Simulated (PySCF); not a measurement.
**UHF on Sr (strontium, neutral)**

Configuration: [Kr] 5s1 6s1, high-spin 3S determinant (an excited configuration). Calculation: PySCF 2.14, in aug-cc-pVTZ-X2C (8s7p5d2f, 68 functions); scalar relativity by spin-free X2C-1e.

- Total energy: -3177.250195 hartree
- One-electron energy: -4392.3080 hartree
- Hartree (Coulomb) energy: 1319.0033 hartree
- Exchange energy: -103.9455 hartree
- ⟨S²⟩: 2.0005
- ⟨L²⟩: 0.000
- Sum of ⟨r⟩: 37.29 bohr
- Sum of ⟨r²⟩: 174.8 bohr²
- Langevin diamagnetic susceptibility: -138 ×10⁻⁶ cm³/mol

```
shell  electrons  mean orbital energy (eV)  rms radius, mean of both spins (bohr)
 1s α          1                  -16200.7                                 0.0450
 1s β          1                  -16200.6                                 0.0450
 2s α          1                   -2264.7                                  0.187
 2s β          1                   -2264.6                                  0.187
 2p α          3                   -2007.3                                  0.166
 2p β          3                   -2007.3                                  0.166
 3s α          1                   -382.92                                  0.523
 3s β          1                   -382.82                                  0.523
 3p α          3                   -297.15                                  0.535
 3p β          3                   -297.11                                  0.535
 3d α          5                   -155.20                                  0.547
 3d β          5                   -155.17                                  0.547
 4s α          1                   -56.244                                   1.45
 4s β          1                   -55.959                                   1.45
 4p α          3                   -32.956                                   1.68
 4p β          3                   -32.832                                   1.68
 5s α          1                    -7.804                                   4.29
 6s α          1                    -1.933                                   11.4
```

The outer electron is Rydberg-like, and this basis confines it to a smaller radius and binds it less than a complete one would.

Densities and radii are taken from the X2C orbitals without a picture-change correction, which distorts them close to the nucleus.
